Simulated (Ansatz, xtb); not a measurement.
Cl2OSi2: where a starting geometry ends

The starting geometry of this gas-phase singlet has its atoms placed at random.

```xyz
5

Cl   -1.2995    0.0764   -0.1154
Cl    1.5848    0.0954   -0.4251
O    -0.0301    0.8161   -1.4419
Si   -0.6317    1.7602   -0.0656
Si   -0.3960    0.5750    1.4246
```

Problem. One run relaxed it with r2SCAN-D4/def2-SVP. What is a likely outcome?

Solution. It ends as a structure given below by its coordinates. Distances that change by over a tenth: Cl1–O3 (1.98 → 2.91 Å), Cl1–Si4 (1.81 → 2.11 Å), Cl2–O3 (2.04 → 2.91 Å). Contacts that open: Cl1–Si5 (1.85 → 4.27 Å), Si4–Si5 (1.92 → 3.34 Å). Contacts that close: Cl2–Si5 (2.75 → 2.11 Å), O3–Si5 (2.90 → 1.67 Å).

The energy falls by 13.06 eV over 28 steps:

| step | E − E(last) (eV) |
| --- | --- |
| 1 | 13.062 |
| 4 | 4.942 |
| 7 | 2.092 |
| 10 | 1.315 |
| 13 | 0.239 |
| 16 | 0.099 |
| 19 | 0.035 |
| 22 | 0.003 |
| 25 | 0.000 |
| 28 | 0.000 |

Final geometry (Å):

```yaml
atoms:
  - { symbol: Cl, position_ang: [-2.7962, 0.2535, -0.1654] }
  - { symbol: Cl, position_ang: [2.1720, -0.6502, -0.0904] }
  - { symbol: O, position_ang: [-0.0531, 1.2257, -0.1210] }
  - { symbol: Si, position_ang: [-1.3712, 1.4894, -1.1116] }
  - { symbol: Si, position_ang: [1.2762, 1.0047, 0.8649] }
```

From the same start GFN2-xTB ends elsewhere, differing in Cl1–Si4 (3.52 against 2.11 Å here), Cl1–Si5 (2.06 against 4.27 Å here), O3–Si5 (3.45 against 1.67 Å here), Si4–Si5 (2.26 against 3.34 Å here).

From so rough a start the end depends on the optimiser's path, so another program may land elsewhere. No frequencies were run, so the end isn't proven a minimum. Run with Ansatz 0.2.0, 120 s on 1 thread of Intel(R) Xeon(R) Platinum 8259CL CPU @ 2.50GHz (Skylake/Cascade Lake), with other jobs on the host.
